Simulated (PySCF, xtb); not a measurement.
C₅H₆Se, SMILES C=CC1=C[Se]C1. One conformer was computed; it need not be the lowest.

Harmonic wavenumbers (cm⁻¹) from GFN2-xTB in xtb at its own minimum, in rising order: 112, 178, 196, 372, 373, 488, 612, 641, 690, 720, 813, 874, 885, 996, 1001, 1006, 1053, 1082, 1275, 1297, 1390, 1406, 1591, 1646, 2991, 2991, 3055, 3106, 3108, 3137.

Problem. What does PBE-D3(BJ)/def2-SVP (PySCF) give at its own minimum? (Estimate from the structure and the level; the computed values follow.)

Solution. 119, 179, 219, 376, 382, 488, 614, 634, 697, 778, 832, 860, 865, 976, 981, 1014, 1066, 1085, 1254, 1299, 1364, 1378, 1568, 1644, 3014, 3076, 3083, 3090, 3154, 3180. Paired by order, the mean absolute difference is 19 cm⁻¹ and the zero-point energies are 55.9 and 56.1 kcal/mol.
